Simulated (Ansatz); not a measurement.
```yaml
crystal:
  periodic: [false, false, false]
  atoms:
    - {symbol: F, position_ang: [2.060170, -0.377595, 1.051134]}
    - {symbol: C, position_ang: [0.759082, -0.610965, 0.816665]}
    - {symbol: F, position_ang: [0.416892, -1.617056, 1.636975]}
    - {symbol: S, position_ang: [0.481805, -1.070521, -0.933626]}
    - {symbol: Si, position_ang: [-0.791131, 0.640963, -0.891079]}
    - {symbol: S, position_ang: [-0.245095, 0.881438, 1.157180]}
    - {symbol: H, position_ang: [-0.364068, 1.748639, -1.776723]}
    - {symbol: H, position_ang: [-2.225455, 0.348096, -1.116327]}
basis:
  gaussian: {orbitals: "6-31++G**"}
magnetization: {spin_polarized: true, initial_magnetization: 2}
hamiltonian: {xc: {name: PBE-QIDH}}
output: {forces: true}
```

```sh
$ ansatz run in.yaml --threads 4 --pin off --events-out ev --progress --plain --max-ram 10444MiB
```

Output, abridged:

```
Functional definition: PBE-QIDH
1162 factors; integrals over basis functions are off by at most 1.9e-3 eV
mean field evaluation 1: about -36008.0844 eV, gradient 2.1e1 eV
mean field evaluation 2: about -36008.1997 eV, gradient 2.1e1 eV
mean field evaluation 4: about -36010.0601 eV, gradient 2.2e0 eV
mean field evaluation 8: about -36010.1117 eV, gradient 3.6e-1 eV
mean field evaluation 16: about -36010.1135 eV, gradient 9.9e-4 eV
mean field evaluation 32: about -36010.1135 eV, gradient 1.7e-5 eV
mean field -36010.34655747 eV, -1323.3558272974 hartree, gradient 6.0e-6 eV, S^2 2.016009; 6 other end points of the search recorded, 0 dependent functions left out
18 core orbitals not correlated: weight in the atoms' cores, before any rotation towards them, 1.000 or more for the frozen orbitals, at most 0.000 for the correlated occupied ones
reference -36010.34658224 eV, -1323.3558282076 hartree; 19, 17 occupied and 101, 103 virtual orbitals, 1162 factors
second order -25.35124139 eV of doubles, -0.00000000 eV of singles
WARN: the results are in doubt because the forces break the atoms' symmetry
Total energy: -36018.79699603 eV, -1323.6663751866 hartree
Atom 0 at     2.060170    -0.377595     1.051134 Å, force     0.095789     0.339256     0.310743 eV/Å
Atom 1 at     0.759082    -0.610965     0.816665 Å, force     1.729824    -2.859737    -1.197122 eV/Å
Atom 2 at     0.416892    -1.617056     1.636975 Å, force    -0.188012     0.125344     0.411285 eV/Å
Atom 3 at     0.481805    -1.070521    -0.933626 Å, force     0.112762    -0.370364    -0.463366 eV/Å
Atom 4 at    -0.791131     0.640963    -0.891079 Å, force    -0.407737    -0.399932    -1.997855 eV/Å
Atom 5 at    -0.245095     0.881438     1.157180 Å, force    -1.295091     2.874127     2.454065 eV/Å
Atom 6 at    -0.364068     1.748639    -1.776723 Å, force    -0.105252     0.084774     0.269708 eV/Å
Atom 7 at    -2.225455     0.348096    -1.116327 Å, force     0.057717     0.206531     0.212542 eV/Å
Dipole moment:    -0.375819     0.426962    -0.152884 e Å
In doubt: the forces break the atoms' symmetry
```

It took 33 s on 4 threads of an Intel Xeon Platinum 8259CL on a shared host, with 0.85 GiB of host memory at the peak.
